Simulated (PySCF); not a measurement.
PySCF input for Al(Cl)(OH)(SH) (AlClH2OS), SMILES [SH][Al]([OH])[Cl], PBE0/pcSseg-1. Coordinates come from a B3LYP-D3(BJ)/def2-SVP optimisation. Other conformers were not sampled.

```python
import numpy as np
from pyscf import gto, scf, dft
from pyscf.prop.nmr import rks as nmr

mol = gto.M(
    atom='''
    Al    0.34905837    0.02878821   -0.00000000
    Cl   -0.71673931    1.83984251    0.00000000
    O     2.04248876   -0.02107332    0.00000000
    H     2.64072589    0.73158910   -0.00000001
    S    -0.73425102   -1.85264279    0.00000000
    H     0.41418980   -2.57228753    0.00000000
    ''',
    basis='pcSseg-1',
    charge=0,
    spin=0,
    max_memory=1600,
    verbose=3,
)
mf = dft.RKS(mol, xc='pbe0')
mf.grids.level = 3
mf.conv_tol = 1e-10
mf.max_cycle = 100
mf.kernel()
n = nmr.NMR(mf)
n.verbose = 2
n.max_cycle_cphf = 60
sigma = n.kernel()
print('atom   isotropic/ppm   span/ppm')
for i, s in enumerate(sigma):
    w = np.linalg.eigvalsh((s + s.T) / 2)
    print(f'{mol.atom_symbol(i):2s}{i + 1:3d} {w.mean():14.3f} {w[2] - w[0]:11.3f}')
```

Program output:

```
converged SCF energy = -1176.8862552323
atom   isotropic/ppm   span/ppm
Al  1        411.945     107.719
Cl  2        946.221     222.415
O   3        283.003      84.102
H   4         28.956      21.768
S   5        774.325     209.399
H   6         30.513      19.733
```

Self-consistency was reached.

Cost: very roughly 11 core-seconds.
